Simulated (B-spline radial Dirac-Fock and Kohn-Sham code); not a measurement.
# What relativity does to the binding energies of Ba¹⁹⁺

System: barium as Ba¹⁹⁺, 1s2 2s2 2p6 3s2 3p6 3d10 4s2 4p6 4d1.

Both columns are ΔSCF binding energies of the configuration average from a radial atomic solver: non-relativistic Hartree-Fock with a point nucleus, and Dirac-Fock with a finite nucleus and the Coulomb interaction alone, averaged over the two j levels with weights 2j+1.

| shell | Hartree-Fock (eV) | Dirac-Fock (eV) | shift (eV) | shift (%) |
| --- | --- | --- | --- | --- |
| 1s | 36421.7 | 38099.8 | +1678.11 | +4.61 |
| 2s | 6108.0 | 6529.1 | +421.07 | +6.89 |
| 2p | 5776.8 | 5904.8 | +127.94 | +2.21 |
| 3s | 1697.5 | 1792.7 | +95.27 | +5.61 |
| 3p | 1555.5 | 1587.1 | +31.63 | +2.03 |
| 3d | 1294.1 | 1284.0 | -10.05 | -0.78 |
| 4s | 671.5 | 697.1 | +25.61 | +3.81 |
| 4p | 610.8 | 619.3 | +8.52 | +1.39 |
| 4d | 520.0 | 518.0 | -2.00 | -0.39 |

Relativity binds 1s, 2s, 2p, 3s, 3p, 4s, 4p more strongly, among those listed most of all 2s in relative terms, and 3d, 4d more weakly, because the contracted s and p shells screen the nucleus better.

Values without a named source are computed, but for edge energies of neutral atoms, which are taken from tables.
